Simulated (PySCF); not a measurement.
Al(Me)(SH)2, CH₅AlS₂, SMILES [CH3][Al]([SH])[SH], B3LYP/def2-SVP optimised geometry.

```
9

Al    -0.19     0.12     0.00
C     -1.14     1.83     0.00
H     -1.23     2.22    -1.03
H     -0.61     2.59     0.59
H     -2.16     1.73     0.40
S      2.01     0.12     0.00
H      2.16    -1.22    -0.04
S     -1.35    -1.75    -0.02
H     -0.29    -2.59    -0.05
```

Density from B3LYP/def2-TZVP in PySCF at that geometry.

Minimum of the electron density along straight lines between bonded atoms, close to the bond critical point (lines longer than 1.1 times the sum of covalent radii, or with two minima, are not listed):

| bond | length / Å | ρ at the minimum / e bohr⁻³ | ∇²ρ there / e bohr⁻⁵ | position (fraction from the first atom) |
|---|---|---|---|---|
| Al1–C2 | 1.950 | 0.088 | 0.25 | 0.41 |
| C2–H3 | 1.104 | 0.263 | -0.85 | 0.64 |
| C2–H4 | 1.103 | 0.265 | -0.86 | 0.64 |
| C2–H5 | 1.102 | 0.266 | -0.86 | 0.64 |
| Al1–S6 | 2.204 | 0.071 | 0.19 | 0.37 |
| S6–H7 | 1.353 | 0.208 | -0.58 | 0.64 |
| Al1–S8 | 2.204 | 0.071 | 0.19 | 0.37 |
| S8–H9 | 1.353 | 0.208 | -0.58 | 0.64 |
